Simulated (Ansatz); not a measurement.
Conformers of CH6AlNO (SMILES C[NH][AlH][OH]), B3LYP-D3(BJ)/def2-TZVP minima from an xTB search, which can miss the lowest.
Conformer 1 (charge 0, multiplicity 1):
| atom | x (Å) | y (Å) | z (Å) |
|---|---|---|---|
| C | -1.4438 | -0.4935 | 0.1727 |
| N | -0.5576 | 0.6361 | -0.0772 |
| Al | 1.2039 | 0.6444 | -0.1846 |
| O | 1.9772 | -0.8579 | 0.0304 |
| H | -2.0345 | -0.3608 | 1.0857 |
| H | -0.8530 | -1.4018 | 0.2939 |
| H | -2.1409 | -0.6623 | -0.6552 |
| H | -1.0653 | 1.5006 | -0.1969 |
| H | 1.9888 | 1.9785 | -0.4639 |
| H | 2.9252 | -0.9833 | -0.0048 |
Conformer 2 (charge 0, multiplicity 1, Z-matrix in Å and degrees):
```
N
H 1 1.0098
C 1 1.4554 2 112.22
H 3 1.0919 1 109.87 2 180.00
H 3 1.0955 4 107.18 1 122.27
H 3 1.0955 4 107.18 5 115.45
Al 1 1.7655 2 119.93 3 180.00
O 7 1.7027 1 116.58 2 0.00
H 8 0.9570 7 124.06 1 -180.00
H 7 1.5732 8 122.96 9 0.00
```

Correlated levels freeze the cores. MP2 and its Hartree–Fock in cc-pV(Q+d)Z are density fitted.

Run with Ansatz (Gaussian orbitals). Values without a source in brackets are computed.

The energy of conformer 2 above conformer 1 is E(conformer 2) − E(conformer 1). Total energies (hartree):

```tsv
level	conformer 2	conformer 1
HF/cc-pV(T+d)Z	-412.7544647	-412.7547660
MP2/cc-pV(T+d)Z	-413.4703342	-413.4708317
HF/cc-pV(Q+d)Z	-412.7712838	-412.7715771
MP2/cc-pV(Q+d)Z	-413.5382088	-413.5387358
CCSD(T)/cc-pV(T+d)Z	-413.5263043	-413.5267665
```

Task: Work out the energy of conformer 2 above conformer 1 at the basis-set limit: extrapolate the MP2 correlation part as X⁻³, take Hartree–Fock from the larger set, and add the CCSD(T) − MP2 difference of cc-pV(T+d)Z.

Result: 
1. Differences (1 hartree = 627.509 kcal/mol): HF/cc-pV(T+d)Z 0.189; MP2/cc-pV(T+d)Z 0.312; HF/cc-pV(Q+d)Z 0.184; MP2/cc-pV(Q+d)Z 0.331; CCSD(T)/cc-pV(T+d)Z 0.290.
2. Correlation parts, MP2 less HF: 0.123 in cc-pV(T+d)Z (X = 3), 0.147 in cc-pV(Q+d)Z (X = 4).
3. Limit (4³·(0.147) − 3³·(0.123))/(4³ − 3³) = 0.164; with HF/cc-pV(Q+d)Z it gives 0.348.
4. CCSD(T) less MP2 in cc-pV(T+d)Z: -0.022.
Result: 0.33 kcal/mol, against 0.31 at MP2/cc-pV(T+d)Z. It is an estimate of this method's limit, not of the exact value.

Ansatz is an electronic-structure program.
